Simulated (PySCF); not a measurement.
Mesitylene, SMILES Cc1cc(C)cc(C)c1 (C₉H₁₂), singlet at its GFN2-xTB optimised geometry (Å):

```
21

C     -2.4756     0.0330     0.0214
C     -0.9761     0.0182    -0.0012
C     -0.2824    -1.1834    -0.0008
C      1.1052    -1.2110     0.0006
C      1.8410    -2.5175    -0.0257
C      1.7989    -0.0094     0.0004
C      1.1290     1.2060     0.0000
C      1.8924     2.4967     0.0240
C     -0.2585     1.2060     0.0000
H     -2.8626     0.9239    -0.4680
H     -2.8802    -0.8466    -0.4742
H     -2.8322     0.0330     1.0522
H     -0.8321    -2.1146    -0.0030
H      1.9931    -2.8383    -1.0570
H      1.2748    -3.2921     0.4868
H      2.8170    -2.4233     0.4448
H      2.8802    -0.0199    -0.0008
H      2.8497     2.3911    -0.4816
H      1.3257     3.2921    -0.4548
H      2.0871     2.7948     1.0549
H     -0.7900     2.1478     0.0000
```

Level of theory: B3LYP/def2-SVP (PySCF).

Map of the deformation density (molecule minus spherical neutral atoms) (e/bohr³) on the plane z = 0.8 Å:

```
|11111111111111111111111111111|
|11111111111111111111111111111|
|11111111111111111111111111111|
|11111111111111111111111111111|
|11111111111111111111111111111|
|11111111111111111001101111111|
|11111111111111110013211111111|
|11111111111111100039510111111|
|11111111111010000025310111111|
|11111111111011000000000111111|
|11111111100000010000001111111|
|11111100000000010000001111111|
|11111011000011000010001111111|
|11111124200011000110000111111|
|11111149410000000000010111111|
|11111023200011000110000111111|
|11111000000011000110001111111|
|11111100000000010000001111111|
|11111111100000010000000111111|
|11111111111011000000110011111|
|11111111111000000000220011111|
|11111111111111000121210011111|
|11111111111111100231010111111|
|11111111111111110011001111111|
|11111111111111110001111111111|
|11111111111111111111111111111|
|11111111111111111111111111111|
|11111111111111111111111111111|
|11111111111111111111111111111|
```
Scale: ten equal steps from -0.015 (start of '0') to 0.099 (end of '9'), in the order '0123456789'; x runs from -5.50 to 5.50, y from -5.50 (bottom) to 5.50 (top).
